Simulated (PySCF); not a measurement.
Molfile (atoms numbered from 1):
```
C7H8F2O
     RDKit          3D

 18 19  0  0  0  0  0  0  0  0999 V2000
    2.5657   -0.0452   -1.6794 F   0  0  0  0  0  0  0  0  0  0  0  0
    2.4596   -0.2116   -0.3300 C   0  0  0  0  0  0  0  0  0  0  0  0
    3.5556   -0.8889    0.0397 F   0  0  0  0  0  0  0  0  0  0  0  0
    1.3701   -0.9284    0.0009 O   0  0  0  0  0  0  0  0  0  0  0  0
    0.1751   -0.1865    0.0927 C   0  0  1  0  0  0  0  0  0  0  0  0
   -0.5633    0.1499   -1.1945 C   0  0  0  0  0  0  0  0  0  0  0  0
   -2.0078    0.0342   -0.7980 C   0  0  0  0  0  0  0  0  0  0  0  0
   -2.1631   -0.3578    0.4601 C   0  0  0  0  0  0  0  0  0  0  0  0
   -0.8579   -0.5220    1.1398 C   0  0  2  0  0  0  0  0  0  0  0  0
   -0.0290    0.7383    1.2546 C   0  0  0  0  0  0  0  0  0  0  0  0
    2.5002    0.8011    0.1180 H   0  0  0  0  0  0  0  0  0  0  0  0
   -0.3194    1.1479   -1.5658 H   0  0  0  0  0  0  0  0  0  0  0  0
   -0.3094   -0.5672   -1.9789 H   0  0  0  0  0  0  0  0  0  0  0  0
   -2.7936    0.2444   -1.5017 H   0  0  0  0  0  0  0  0  0  0  0  0
   -3.0960   -0.5379    0.9635 H   0  0  0  0  0  0  0  0  0  0  0  0
   -0.7193   -1.3039    1.8686 H   0  0  0  0  0  0  0  0  0  0  0  0
   -0.5073    1.6899    1.0770 H   0  0  0  0  0  0  0  0  0  0  0  0
    0.7310    0.7500    2.0217 H   0  0  0  0  0  0  0  0  0  0  0  0
  1  2  1  0
  2  3  1  0
  2  4  1  0
  5  4  1  6
  5  6  1  0
  6  7  1  0
  7  8  2  0
  8  9  1  0
  9 10  1  0
  9  5  1  0
 10  5  1  0
  2 11  1  0
  6 12  1  0
  6 13  1  0
  7 14  1  0
  8 15  1  0
  9 16  1  1
 10 17  1  0
 10 18  1  0
M  END
```

Level of theory: coordinates at the GFN2-xTB level, GIAO PBE0/pcSseg-1 shieldings, in PySCF (a single conformation, no solvent, non-relativistic).

Scale: 13C and 1H vs TMS; 19F vs CFCl3; 17O vs H2O (reference shieldings calculated alike).

| atoms | nucleus | count | δ (ppm) |
| --- | --- | --- | --- |
| H14 | 1H | 1 | 5.74 |
| C10 | 13C | 1 | ? |
| C6 | 13C | 1 | 46.2 |
| H18 | 1H | 1 | ? |
| C9 | 13C | 1 | 35.5 |
| F3 | 19F | 1 | -100.3 |
| F1 | 19F | 1 | ? |
| H11 | 1H | 1 | 6.40 |
| C2 | 13C | 1 | ? |
| O4 | 17O | 1 | 137.0 |
| C5 | 13C | 1 | 70.3 |
| H15 | 1H | 1 | 6.23 |
| H12 | 1H | 1 | 2.77 |
| H13 | 1H | 1 | ? |
| C7 | 13C | 1 | ? |
| H17 | 1H | 1 | 0.11 |
| C8 | 13C | 1 | 142.0 |
| H16 | 1H | 1 | 2.40 |

**Question.** Complete the table.

**Answer.** 
- C7: 138.1 ppm, alkene CH; the olefinic region
- C2: 127.2 ppm, sp3 CH bonded to 2 F and O; 3 electronegative neighbours deshield it
- C10: 25.0 ppm, three-membered-ring carbon; carbons of three-membered rings are unusually shielded
- H13: 3.20 ppm, hydrogen on an allylic sp3 CH2
- H18: 1.40 ppm, hydrogen on a three-membered-ring carbon; cyclopropane-type protons are shielded by the ring
- F1: -93.2 ppm, fluorine of a CF2 group

Shifts are as computed. Against solution values, carbons near 30 ppm lie about +3 ppm off and those near 130 ppm about +5 ppm. Of 1211 compounds with measured shifts, 218 miss one by over three times the rms of a fit or turn the order of signals round; such compounds aren't used in these exercises. Unscaled 19F shifts against computed CFCl3 carry errors that often reach 10 to 50 ppm. Experimental scales use liquid or dissolved standards, which lie at an offset from isolated H2O (liquid H2O: subtract about 36 ppm).
